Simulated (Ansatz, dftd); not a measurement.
Reaction: H4BSiO (SMILES BO[SiH2], doublet) → H4BSiO (SMILES O([SiH3])[BH], doublet)
Each species at its own B3LYP-D3(BJ)/def2-TZVP minimum (Ansatz, a first-principles code).

Quantity: isomerisation energy (electronic), in kJ/mol. Open shells are spin-unrestricted; no spin-orbit coupling. Cores are frozen in correlated methods. Rows without X2C or -DK are non-relativistic. CBS(X,Y): correlation extrapolated as X^-3, Hartree-Fock from the larger set. A bracket is a step between two methods taken in the basis named. The functionals are non-relativistic, so their misses hold any scalar relativity. Double hybrids freeze cores in their MP2 part. 'core' is core correlation in cc-pwCVTZ (1s frozen past Ne), 'X2C' scalar relativity in cc-pVTZ-DK, both at CCSD(T).

Compared with CCSD(T)/CBS(cc-pV(T+d)Z,cc-pV(Q+d)Z) + [CCSDT(Q) - CCSD(T)]/cc-pV(D+d)Z + core + X2C (Ansatz): 47.0 kJ/mol.

Costs are rough ratios of core time, to one figure, on one kind of shared machine, summed over the single points of the molecules; atoms, geometries and frequencies are left out. The first row took roughly 10 core seconds; short runs hold start-up time.

```
level                               program  cost relative to the first row  difference (kJ/mol)
---------------------------  --------------  ------------------------------  -------------------
PBE-D4/def2-TZVPD            Ansatz + dftd4                               1                  4.3
B3LYP/def2-TZVPD                     Ansatz                               1                  1.8
CAM-B3LYP/def2-TZVPD                 Ansatz                               2                  0.7
r2SCAN-D3(BJ)/def2-TZVPD     Ansatz + dftd3                               2                 -2.1
CCSD(T)/cc-pV(D+d)Z                  Ansatz                               2                  0.5
B2GP-PLYP-D3(BJ)/def2-TZVPD  Ansatz + dftd3                               2                  1.0
wB97M-V/def2-TZVPD                   Ansatz                               3                  1.4
```

The dearest row costs roughly 3 times the first. Costs within a factor of two don't rank. The table holds for this case alone.
